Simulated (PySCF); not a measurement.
## Electron correlation in Nd²⁺ (neodymium, charge +2)

[Xe] 4f3 6s1, one real determinant (an excited configuration). All numbers are calculated (PySCF 2.14, the spin-free X2C one-electron Hamiltonian (Gaussian nucleus), in x2c-TZVPPall (11s7p7d4f2g, 113 functions)). Frozen: [Kr] 4d10; 12 electrons correlated.

| level | correlation energy (mhartree) |
| --- | --- |
| CCSD | -299.29 |
| (T) | -12.04 |
| CCSD(T) | -311.33 |

Diagnostics: T1 = 0.0086, D1 = 0.0314, largest double amplitude 0.167.

The real determinant used has ⟨L²⟩ near 34 against 42 for a pure I term, so it mixes terms. Spin-orbit coupling, absent here, splits the open shell strongly. A double-excitation amplitude exceeds 0.15, a sign of near-degeneracy.

Cost of the coupled-cluster step: of the order of 100 core-seconds, for 12 correlated electrons.

The reference is one real determinant that mixes LS terms of this configuration.
